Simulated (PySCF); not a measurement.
**CH₉NOSi₃: full NMR table**

* Formula: CH9NOSi3
* SMILES: C=N[SiH2][SiH2]O[SiH3]
* Point group of the computed structure: C1
* Degrees of unsaturation: 1
* Carbon signals: 1
* Proton signals: 5

Numbering as in the mapped SMILES `[CH2:1]=[N:2][SiH2:3][SiH2:4][O:5][SiH3:6]`. Each H is labelled by its parent atom. Ha(C1) is cis to Si3; Hb(C1) is trans to Si3.

All values are calculated (PySCF 2.14): σ from GIAO-PBE0/pcSseg-1, geometry from GFN2-xTB. No solvent model, single conformer, fast rotation and ring inversion assumed for equivalent nuclei, no relativistic terms.

Chemical shifts δ = σref − σ; ¹H (σ = 31.72 ppm) and ¹³C (σ = 186.93 ppm) and ²⁹Si (σ = 349.16 ppm) vs TMS; NH3 for ¹⁵N (σ = 267.73 ppm); ¹⁷O (σ = 336.08 ppm) against H2O, all at this level.

| carbon | δC, type | δH (multiplicity) | HMBC from (2–3 bonds) | span of the C tensor (ppm) |
| --- | --- | --- | --- | --- |
| C1 | 172.2, CH2 | Ha(C1) 8.69 (d); Hb(C1) 8.52 (d) | H(Si3) | 206 |

Other nuclei:
| atoms | nucleus | environment | δ (ppm) | σ (ppm) |
| --- | --- | --- | --- | --- |
| H(Si4) | ¹H | hydrogen on a silicon bonded to O, Si | 5.58 | 26.13 |
| H(Si3) | ¹H | hydrogen on a silicon bonded to N, Si | 5.45 | 26.27 |
| H(Si6) | ¹H | hydrogen on a silicon bonded to O | 5.03 | 26.69 |
| Si4 | ²⁹Si | silicon bonded to O, Si, 2 H | -30.7 | 379.9 |
| Si6 | ²⁹Si | silicon bonded to O, 3 H | -43.5 | 392.7 |
| Si3 | ²⁹Si | silicon bonded to N, Si, 2 H | -60.5 | 409.7 |
| N2 | ¹⁵N | imine nitrogen | 412.9 | -145.2 |
| O5 | ¹⁷O | oxygen bonded to 2 Si | -12.9 | 349.0 |

δC 172.2: C=N carbon. δH 8.69, 8.52: hydrogen on a C=N carbon. δH 5.58: hydrogen on a silicon bonded to O, Si. δH 5.45: hydrogen on a silicon bonded to N, Si. δH 5.03: hydrogen on a silicon bonded to O.

Shifts are as computed. Against solution values, carbons near 30 ppm lie about +3 ppm off and those near 130 ppm about +5 ppm. Of 1309 compounds with measured shifts, 239 miss one by over three times the rms of a fit or turn the order of signals round; such compounds aren't used in these exercises. Experimental scales use liquid or dissolved standards, which lie at an offset from isolated NH3 (liquid NH3: subtract about 20 ppm) and H2O (liquid H2O: subtract about 36 ppm). Unscaled 15N shifts of sp2 nitrogen come out 20 to 40 ppm too high even then. No couplings were computed; multiplicities are counted from neighbouring protons, with m where these are inequivalent, close in shift, in a saturated or five-membered ring or joined by F or P, and br s for small geminal =CH2 splittings.
